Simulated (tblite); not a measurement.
Input of a run (GFN2-xTB geometry optimisation, gas phase (tblite 0.8.0)), started from a force field or distance geometry:
```
{"job": {"kind": "relax", "xc": "GFN2-xTB", "basis": "xTB"}, "charge": 0, "multiplicity": 1}
C      4.169400    -0.476200    -0.688400
C      2.825000    -0.187800    -0.156600
C      1.747900     0.035200     0.301700
Si     0.056300     0.403700     0.979000
Si    -1.264300     1.599400    -0.428200
Si    -2.996700     0.296600     0.321500
O     -4.099300    -0.096100    -0.844500
Si    -1.410800    -1.322200     0.711700
H      4.918700     0.165200    -0.219200
H      4.437900    -1.516200    -0.501700
H      4.183900    -0.299200    -1.768800
H      0.063900     0.934200     2.376900
H     -0.995000     1.341600    -1.867900
H     -1.388100     3.049600    -0.118100
H     -3.639500     0.821600     1.560300
H     -3.779300    -0.446200    -1.676800
H     -1.664800    -2.155400     1.921500
H     -1.173800    -2.141500    -0.520800
```

Output (eV, eV/Å):
```
step      E/eV     max force
  0    -609.37962    2.503
  1    -609.38189    4.833
  2    -609.52742    0.770
  3    -609.55880    0.611
  4    -609.64195    1.756
  5    -609.71963    1.840
  6    -609.77568    0.941
  7    -609.80795    0.387
  8    -609.83133    0.578
  9    -609.84846    0.578
 10    -609.86335    0.385
 11    -609.87388    0.280
 12    -609.88087    0.371
 13    -609.88648    0.264
 14    -609.89155    0.174
 15    -609.89575    0.128
 16    -609.89888    0.161
 17    -609.90162    0.160
 18    -609.90473    0.154
 19    -609.90868    0.183
 20    -609.91297    0.177
 21    -609.91623    0.136
 22    -609.91812    0.112
 23    -609.91960    0.083
 24    -609.92157    0.128
 25    -609.92421    0.183
 26    -609.92679    0.160
 27    -609.92848    0.086
 28    -609.92949    0.073
 29    -609.93054    0.098
 30    -609.93219    0.138
 31    -609.93434    0.133
 32    -609.93655    0.114
 33    -609.93869    0.136
 34    -609.94155    0.172
 35    -609.94589    0.243
 36    -609.95159    0.306
 37    -609.95745    0.255
 38    -609.96138    0.111
 39    -609.96301    0.089
 40    -609.96433    0.105
 41    -609.96615    0.108
 42    -609.96792    0.088
 43    -609.96940    0.098
 44    -609.97055    0.088
 45    -609.97154    0.076
 46    -609.97252    0.065
 47    -609.97336    0.065
 48    -609.97398    0.057
 49    -609.97453    0.064
 50    -609.97535    0.068
 51    -609.97649    0.109
 52    -609.97775    0.121
 53    -609.97859    0.083
 54    -609.97902    0.047
 55    -609.97933    0.068
 56    -609.97982    0.098
 57    -609.98070    0.119
 58    -609.98200    0.114
 59    -609.98315    0.065
 60    -609.98381    0.059
 61    -609.98424    0.061
 62    -609.98466    0.077
 63    -609.98511    0.068
 64    -609.98546    0.039
 65    -609.98572    0.035
 66    -609.98601    0.048
 67    -609.98651    0.056
 68    -609.98729    0.073
 69    -609.98832    0.088
 70    -609.98937    0.082
 71    -609.99031    0.074
 72    -609.99103    0.070
 73    -609.99160    0.080
 74    -609.99221    0.079
 75    -609.99318    0.100
 76    -609.99560    0.152
 77    -609.99805    0.166
 78    -610.00147    0.175
 79    -610.00409    0.140
 80    -610.00513    0.281
 81    -610.00723    0.105
 82    -610.00817    0.071
 83    -610.00935    0.094
 84    -610.00998    0.076
 85    -610.01179    0.090
 86    -610.01316    0.119
 87    -610.01401    0.178
 88    -610.01577    0.131
 89    -610.01720    0.171
 90    -610.01890    0.117
 91    -610.01984    0.080
 92    -610.02089    0.124
 93    -610.02208    0.096
 94    -610.02325    0.239
 95    -610.02415    0.063
 96    -610.02485    0.094
 97    -610.02526    0.041
 98    -610.02576    0.041
 99    -610.02601    0.051
100    -610.02623    0.039
101    -610.02653    0.050
102    -610.02704    0.059
103    -610.02792    0.073
104    -610.02908    0.085
105    -610.03017    0.070
106    -610.03084    0.046
107    -610.03108    0.031
108    -610.03119    0.023
109    -610.03128    0.021
110    -610.03134    0.015
111    -610.03138    0.011
112    -610.03140    0.013
113    -610.03144    0.014
114    -610.03149    0.016
115    -610.03152    0.016
116    -610.03155    0.012
117    -610.03157    0.009
```

Task: Summarise the run.

Result: The energy falls by 15.0 kcal/mol over 117 L-BFGS steps, the largest force on an atom goes from 2.50 to 0.009 eV/Å, and the atoms move by 0.890 Å rms after alignment. The bond that changes most is Si4–Si5 (SiH silicon to SiH2 silicon), which lengthens by 0.099 Å. Bonds longer at the end by more than 0.005 Å: 5 of 18; shorter: 10. Among the angles that change most is O7–Si6–H15, from 112.5° to 96.6°. Among the dihedrals that turn most is H12–Si4–Si5–H13, from 164° to 111°. The energy never rose by more than 1e-5 eV on the way. The first step brought 0 % of the lowering.

Task: What are the final bond lengths?

Result: C1–C2 1.448 Å, C2≡C3 1.206 Å, C3–Si4 1.847 Å, Si4–Si5 2.369 Å, Si5–Si6 2.358 Å, Si6–O7 1.642 Å, Si6–Si8 2.358 Å, Si4–Si8 2.369 Å, C1–H9 1.090 Å, C1–H10 1.090 Å, C1–H11 1.090 Å, Si4–H12 1.475 Å, Si5–H13 1.473 Å, Si5–H14 1.471 Å, Si6–H15 1.464 Å, O7–H16 0.951 Å, Si8–H17 1.471 Å, Si8–H18 1.473 Å. Numbering counts from 1 in the input's order; the species is `CC#C[Si@H]1[SiH2][Si@@H](O)[SiH2]1`.

Time: 1.5 s of wall time. Hardware: one thread, Intel Xeon Platinum 8488C (x86_64), shared host with 96 logical CPUs at a one-minute load of 32.

Its lowest GFN2-xTB frequency is 14 cm⁻¹, too small to tell a flat minimum from a shallow saddle. The numbers are those of one conformer.

All values are computed, not measured.
